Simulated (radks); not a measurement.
The numbers below are computed, except where a source is named.
All-electron atom: Si IV in [Ne] 3s1. Level of theory: non-relativistic Kohn-Sham, OLYP, spin-unpolarised, spherical densities, point nucleus (a radial shooting solver on a logarithmic mesh with Libxc functionals).

Normalised radial functions P(r) = r R(r), r in bohr:

r	1s	2s	2p
0.005747	0.5387	0.1432	0.0028
0.006479	0.6012	0.1598	0.0035
0.007306	0.6700	0.1780	0.0044
0.008171	0.7404	0.1967	0.0055
0.009213	0.8228	0.2185	0.0069
0.01039	0.9125	0.2422	0.0087
0.01171	1.0100	0.2679	0.0110
0.01321	1.1153	0.2956	0.0138
0.01477	1.2205	0.3231	0.0171
0.01665	1.3404	0.3544	0.0215
0.01878	1.4672	0.3873	0.0269
0.02117	1.6000	0.4214	0.0336
0.02368	1.7282	0.4539	0.0413
0.0267	1.8684	0.4889	0.0515
0.0301	2.0092	0.5232	0.0639
0.03394	2.1479	0.5558	0.0792
0.03827	2.2807	0.5853	0.0978
0.0428	2.3958	0.6085	0.1187
0.04826	2.5050	0.6270	0.1454
0.05441	2.5945	0.6369	0.1775
0.06135	2.6589	0.6355	0.2155
0.06862	2.6914	0.6217	0.2571
0.07737	2.6918	0.5909	0.3088
0.08724	2.6523	0.5409	0.3684
0.09836	2.5699	0.4693	0.4362
0.1109	2.4439	0.3742	0.5123
0.124	2.2880	0.2632	0.5906
0.1399	2.0843	0.1207	0.6811
0.1577	1.8496	-0.0445	0.7772
0.1778	1.5941	-0.2289	0.8765
0.1989	1.3476	-0.4134	0.9695
0.2242	1.0869	-0.6171	1.0655
0.2528	0.8418	-0.8175	1.1532
0.285	0.6230	-1.0033	1.2270
0.3214	0.4382	-1.1628	1.2816
0.3595	0.2997	-1.2781	1.3107
0.4053	0.1876	-1.3566	1.3147
0.457	0.1094	-1.3825	1.2879
0.5152	0.0590	-1.3538	1.2299
0.5763	0.0306	-1.2800	1.1489
0.6498	0.0137	-1.1577	1.0371
0.7326	0.0055	-1.0019	0.9055
0.826	0.0020	-0.8273	0.7621
0.9314	0.0006	-0.6497	0.6164
1.042	0.0002	-0.4940	0.4863
1.175	0.0000	-0.3482	0.3603
1.324	0.0000	-0.2301	0.2531
1.493	0.0000	-0.1417	0.1677
1.67	0.0000	-0.0840	0.1077
1.883	0.0000	-0.0440	0.0624
2.123	0.0000	-0.0209	0.0331
2.394	0.0000	-0.0088	0.0159
2.699	0.0000	-0.0033	0.0069
3.019	0.0000	-0.0012	0.0028
3.404	0.0000	-0.0003	0.0010
3.838	0.0000	-0.0001	0.0003
4.327	0.0000	0.0000	0.0001
4.84	0.0000	0.0000	0.0000
5.457	0.0000	0.0000	0.0000
6.153	0.0000	0.0000	0.0000

1s: eigenvalue -1818.9 eV, 0 radial nodes, <r> = 0.112 bohr, 90 % of the charge inside 0.199 bohr. 2s: eigenvalue -176.00 eV, 1 radial node at r = 0.153 bohr, <r> = 0.566 bohr, 90 % of the charge inside 0.890 bohr. 2p: eigenvalue -132.60 eV, 0 radial nodes, <r> = 0.533 bohr, 90 % of the charge inside 0.893 bohr.
